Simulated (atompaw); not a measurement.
An all-electron radial function and its pseudo partner (europium (Eu))

Columns: radius, all-electron u(r) and pseudo u(r) of the 5p shell (level -37.29 eV) of europium in the configuration [Kr] 4d10 4f7 5s2 5p6 5d0 6s0 6p0; PBEsol, scalar-relativistic, PAW (atompaw) scheme, atompaw 4.2.0.5.

| r (bohr) | all-electron | pseudo |
| --- | --- | --- |
| 0.115 | 0.1136 | 0.0014 |
| 0.231 | 0.2121 | 0.0057 |
| 0.346 | -0.2472 | 0.0129 |
| 0.462 | -0.4611 | 0.0232 |
| 0.577 | -0.3475 | 0.0364 |
| 0.692 | -0.0719 | 0.0528 |
| 0.808 | 0.2332 | 0.0726 |
| 0.923 | 0.4932 | 0.0954 |
| 1.038 | 0.6871 | 0.1214 |
| 1.154 | 0.8153 | 0.1508 |
| 1.269 | 0.8848 | 0.1826 |
| 1.385 | 0.9090 | 0.2169 |
| 1.500 | 0.8991 | 0.2525 |
| 1.615 | 0.8658 | 0.2884 |
| 1.731 | 0.8164 | 0.3235 |
| 1.846 | 0.7583 | 0.3556 |
| 1.962 | 0.6950 | 0.3830 |
| 2.077 | 0.6310 | 0.4031 |
| 2.192 | 0.5681 | 0.4139 |
| 2.308 | 0.5073 | 0.4136 |
| 2.423 | 0.4508 | 0.4014 |
| 2.538 | 0.3986 | 0.3778 |
| 2.654 | 0.3505 | 0.3446 |
| 2.769 | 0.3074 | 0.3067 |
| 2.885 | 0.2684 | 0.2684 |
| 3.000 | 0.2340 | 0.2340 |

Q: How many radial nodes do the two functions have?

A: The all-electron 5p function has n − l − 1 = 3 (the table is too coarse to show those close to the nucleus); the pseudo-wave has 0, since the states of the same l below it are removed with the core.

Q: Is the pseudo-wave norm-conserving?

A: No, it belongs to a PAW set: the norm inside the radius is not constrained, and the difference is carried by the augmentation charge.
